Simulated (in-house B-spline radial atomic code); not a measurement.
**Ionising the europium ion Eu²⁺ with different functionals**

Computed with a radial B-spline atomic code at the basis-set limit: four-component Dirac-Coulomb Hamiltonian, Fermi nucleus of rms radius 5.1115 fm, spin-restricted, spherical fractional occupations for the functionals, and exact exchange of hybrids averaged over the configuration. The ionisation energy is the difference of two self-consistent energies, [Xe] 4f7 → [Xe] 4f6, without Breit or QED terms; ε is the level of the shell that loses the electron (mean over j). The electron is taken from both j subshells in proportion to 2j + 1, so the result is a j average, not the step between ground levels.

```tsv
method	rung	ΔSCF (eV)	-ε(4f) (eV)
B97-1	global hybrid	23.59	18.06
PBE0	global hybrid	23.53	18.51
HSE06	range-separated hybrid	23.48	18.06
LC-wPBE	range-separated hybrid	23.88	21.06
```

Task: Among the functionals, which spreads more, the ΔSCF values or the orbital energies?

Result: The orbital energies: ΔSCF values span about 0.40 eV and the orbital energies 3.00 eV; here energy differences depend much less on the functional than eigenvalues do.

Task: How do they compare with the NIST value?

Result: NIST lists 24.84 eV ± 0.03 (semi-empirical, ground level to ground level). Errors run from -1.36 to -0.96 eV. The correlated functionals all miss on the same side by more than they spread, so the cause is common to them (Breit-QED terms, spin polarisation, the choice among j levels, multiplet and fine-structure energies, or a listed next ion that isn't the cheapest removal here) and closeness doesn't rank the functionals.
